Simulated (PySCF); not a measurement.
Spectroscopy problems

PySCF calculation with NMR shieldings at PBE0/pcSseg-1/GIAO and GFN2-xTB structure; a single conformation, no solvent model, fast rotation and ring inversion assumed for equivalent nuclei, relativity neglected.

Chemical shifts δ = σref − σ; $^{1}$H, $^{13}$C against TMS, all at this level. Splittings of carbon signals by F and P are missing where no couplings were computed. Where no couplings were computed, multiplicities follow the n + 1 count of equivalent neighbours, and m marks all less simple cases (inequivalent or close neighbours, rings, F or P nearby). Shifts are as computed. Against solution values, carbons near 30 ppm lie about +3 ppm off and those near 130 ppm about +5 ppm. Of 1211 compounds with measured shifts, 218 miss one by over three times the rms of a fit or turn the order of signals round; such compounds aren't used in these exercises.

Question: C₄H₉FOSi₂. $^{1}$H NMR (400 MHz, computed): δ 4.47 (s, 3H), 4.44 (s, 3H), 2.37 (s, 3H). $^{13}$C{$^{1}$H} NMR (computed): δ 184.2 (C), 168.4 (C), 153.9 (C), 21.3 (CH3). Give a structure.

Answer: SMILES C(C(C)=C([SiH3])[SiH3])(=O)F. Rings plus π bonds: 2 (no ring in the answer). 4 carbon signals for 4 carbons: no two carbons are equivalent. Carbon types of the structure: 3 × C, 1 × CH3, leaving 6 H on heteroatoms. δC 184.2: β carbon of a C=C–C=O unit; conjugation with the carbonyl draws π density from the β position. δC 168.4: carbonyl carbon. δC 153.9: α carbon of a C=C–C=O unit; an sp2 carbon of a C=C bond. δH 2.37: hydrogen on an allylic methyl carbon; allylic position.

The data come from this structure; uniqueness wasn't tested.

Question: C₈H₇F. $^{1}$H NMR (300 MHz, computed): δ 2.16 (m, 3H), 2.00 (s, 1H), 1.77 (s, 3H). $^{13}$C{$^{1}$H} NMR (computed): δ 180.7 (C), 99.9 (C), 89.9 (C), 81.7 (CH), 74.5 (C), 73.8 (C), 19.7 (CH3), 18.6 (CH3). Give a structure.

Answer: SMILES C(=C(\C#CC#C)C)(/C)F. The formula gives 5 degrees of unsaturation (no ring in the answer). 8 carbon signals for 8 carbons: no two carbons are equivalent. Carbon types of the structure: 5 × C, 1 × CH, 2 × CH3, which accounts for all hydrogens. δC 180.7, 99.9: fully substituted alkene carbon. δC 89.9, 74.5, 73.8: alkyne carbon; sp carbons lie upfield of alkene carbons because the cylindrical π system leaves one tensor component strongly shielded. δC 81.7: terminal alkyne carbon; sp carbons lie upfield of alkene carbons because the cylindrical π system leaves one tensor component strongly shielded. δH 2.16, 1.77: hydrogen on an allylic methyl carbon; allylic position.

The shifts were computed for this structure.
